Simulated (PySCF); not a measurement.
Calculation: PBE0-D4/def2-TZVP in PySCF 2.14.0. All species are isolated molecules in the gas phase. Excitations are Tamm–Dancoff values on a coarser integration grid. The basis has no diffuse functions, so Rydberg states are missing or too high.

Reference species (SMILES): `[F][In]([F])[Cl]` (neutral, multiplicity 1).

The T1 excitation (TDA) comes out as 4.83 eV, the HOMO comes out as -9.90 eV and the S1 oscillator strength comes out as 0.019.

Changed species: `[F][In]([F])[F]` (0 of 3 F replaced by Cl; the reference has 1 of 3 F replaced by Cl).

### Question
What does the change do to the T1 excitation (TDA), HOMO and S1 oscillator strength?

### Answer
the T1 excitation (TDA) rises by 0.63 eV, to 5.46 eV; the HOMO drops by 1.24 eV, to -11.14 eV; the S1 oscillator strength falls by 0.019, to 0.000.
